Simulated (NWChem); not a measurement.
Correlation energy of BCl (+1)

```
Cl
B 1 1.6037
```
Charge +1, spin multiplicity 2.

Everything below was run with NWChem. The geometry was optimised at UPBE0/def2-SVP, a minimum by its harmonic frequencies.

Basis set: 6-311G**. Each correlation energy counts from its own Hartree-Fock reference.

The correlated methods keep 6 core orbitals frozen. The Pople sets run with spherical d functions. This spin state was chosen for the runs; another may lie lower. The structure started from a generated list of species. The unpaired electrons of the parent sit in orbitals of symmetry a1 (C2v labels of the run); other states weren't searched. The stability of the SCF solutions was not checked. Open-shell Hartree-Fock references start from PBE0 orbitals. No row is a measurement; the coupled-cluster row has its own basis-set and correlation limits.

### Question
For the correlation energy, UMP2 gives -179.9 mHa and SCS-UMP2 gives -173.8 mHa. What do CCSD on UHF, CCSD[T] on UHF, CCSD(T) on UHF give?

### Answer
CCSD on UHF: -197.2 mHa; CCSD[T] on UHF: -206.5 mHa; CCSD(T) on UHF: -205.7 mHa.
